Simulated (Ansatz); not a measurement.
A set of 12 reactions (ligand exchange), with CCSD(T)/CBS values in kJ/mol:

```json
{"reaction": "`F[SiH](Cl)I` + `[NH2][GeH3]` → `F[SiH](Cl)[NH][GeH3]` + HI", "ΔE": "-6.9"}
{"reaction": "`[SiH3]CB[AsH2]` + H–F → `FB[AsH2]` + `C[SiH3]`", "ΔE": "-107.3"}
{"reaction": "`F[SiH](Cl)I` + H₂S → `F[SiH](S)I` + HCl", "ΔE": "35.8"}
{"reaction": "`C[Si](F)(Cl)N=C=O` + H–F → `C[Si](F)(F)N=C=O` + HCl", "ΔE": "-49.7"}
{"reaction": "`[NH2][Al]([F])[Cl]` + PH₃ → `[NH2][Al]([F])[PH2]` + HCl", "ΔE": "112.5"}
{"reaction": "`B[SiH]([SiH3])O[SiH3]` + `FCS` → `FCS[SiH3]` + `B[SiH](O)[SiH3]`", "ΔE": "51.9"}
{"reaction": "`[Cl][Ga]([Cl])[SeH]` + H₂Se → `[SeH][SeH]` + `[Cl][GaH][Cl]`", "ΔE": "104.5"}
{"reaction": "`BO[SiH2]S[SiH3]` + HBr → `BO[SiH2]Br` + `[SiH3]S`", "ΔE": "-26.8"}
{"reaction": "`[NH2][Mo](=[O])(=[S])[Cl]` + NH₃ → `[NH2][Mo]([NH2])(=[O])=[S]` + HCl", "ΔE": "74.2"}
{"reaction": "`C[O][GeH]([OH])[OH]` + HCl → `C[O][GeH]([OH])[Cl]` + H₂O", "ΔE": "-38.4"}
{"reaction": "`C[Si](C)(C)[GaH2]` + `OBF` → `C[Si](C)(C)OBF` + `[GaH3]`", "ΔE": "-100.7"}
{"reaction": "`C[O][GeH]([OH])[OH]` + H–F → `[OH][GeH]([OH])[F]` + CH₃OH", "ΔE": "-26.9"}
```

Gas-phase electronic energies from Ansatz, PBE0-D4/def2-TZVP geometries. CBS: MP2 limit from def2 TZ/QZ plus the TZ coupled-cluster correction, frozen cores. This one scheme is used for every species. DFT in def2-TZVPP. B3LYP here is the variant with VWN-RPA as its local correlation; programs differ in this. Elements past krypton have def2 core potentials. For As, Br, Ga, Ge, I, Mo, Se outer-core shells are correlated without core-valence functions, which leaves a few kJ/mol of doubt a bond. Scalar relativity is left out up to krypton. Each species was taken in one conformer, which may not be the lowest.

**Question.** Give the mean, mean absolute and largest difference (level minus CCSD(T)/CBS, kJ/mol) for: PBE-D4, r2SCAN-D4, PBE0-D4, B3LYP-D4, PBE, r2SCAN, PBE0, MP2/def2-TZVPP, CCSD/def2-TZVPP, HF/def2-QZVPP, MP2/def2-QZVPP, SCS-MP2/def2-QZVPP, HF/CBS(def2), MP2/CBS(def2). (An estimate is asked.)

**Answer.** Computed: 
| level | mean | mean absolute | largest |
| --- | --- | --- | --- |
| PBE-D4 | -1.6 | 8.8 | 20.0 |
| r2SCAN-D4 | -2.7 | 3.7 | -11.1 |
| PBE0-D4 | -1.3 | 5.7 | 11.3 |
| B3LYP-D4 | -2.8 | 4.2 | -12.0 |
| PBE | -3.4 | 9.0 | 20.3 |
| r2SCAN | -3.1 | 4.1 | -13.4 |
| PBE0 | -2.9 | 6.2 | 11.5 |
| MP2/def2-TZVPP | 2.5 | 3.3 | 15.2 |
| CCSD/def2-TZVPP | -2.0 | 5.2 | -10.8 |
| HF/def2-QZVPP | -7.1 | 16.9 | -33.7 |
| MP2/def2-QZVPP | 2.9 | 3.8 | 17.7 |
| SCS-MP2/def2-QZVPP | 0.6 | 4.3 | 12.7 |
| HF/CBS(def2) | -7.1 | 17.0 | -33.7 |
| MP2/CBS(def2) | 3.5 | 4.8 | 18.9 |

The largest T1 diagnostic in the set is 0.025, for `[NH2][Mo]([NH2])(=[O])=[S]` (customary mark 0.02).

CCSD(T)/CBS is a level of theory with its own doubt, and the functionals carry their triple-zeta basis error, so these figures describe this set and don't rank the functionals.
